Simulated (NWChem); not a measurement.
Species: H2PO4, doublet; SMILES [O]P(=O)(O)O

```xyz
7

O      0.1149     1.1717    -1.0914
P     -0.0744     0.1235     0.0023
O      0.0593     0.9180     1.2975
O      0.9543    -1.1205    -0.0783
O     -1.4507    -0.6738    -0.1628
H      1.8707    -0.8537     0.1092
H     -1.3407    -1.6352    -0.0743
```
Atoms are numbered in this order, from 1.

Level: B3LYP/6-31G* (spherical d), spin-unrestricted (NWChem), optimised geometry, unscaled harmonic frequencies. 

Task: List the harmonic frequencies with IR intensities, and the thermochemistry.

Result: 
```
frequency (cm⁻¹)  IR intensity (km/mol)
----------------  ---------------------
88                                146.0
276                                16.7
325                                 6.0
342                                48.0
364                                26.9
408                                38.6
423                                34.4
829                                44.5
890                                89.1
922                               197.8
1017                              214.9
1055                               77.6
1179                              215.3
3744                              129.8
3753                              126.2
```

| Quantity | Result |
|---|---|
| zero-point energy | 22.3 kcal/mol |
| thermal correction to the enthalpy at 298.15 K (with zero-point energy) | 26.7 kcal/mol |
| heat capacity Cv | 19.8 cal/(mol K) |
| entropy at 298.15 K and 1 atm (symmetry number 1, electronic part: spin degeneracy alone) | 77.9 cal/(mol K) |
| dipole moment | 3.97 D |

Rigid rotor and harmonic oscillator; modes under 100 cm⁻¹ make the entropy uncertain.
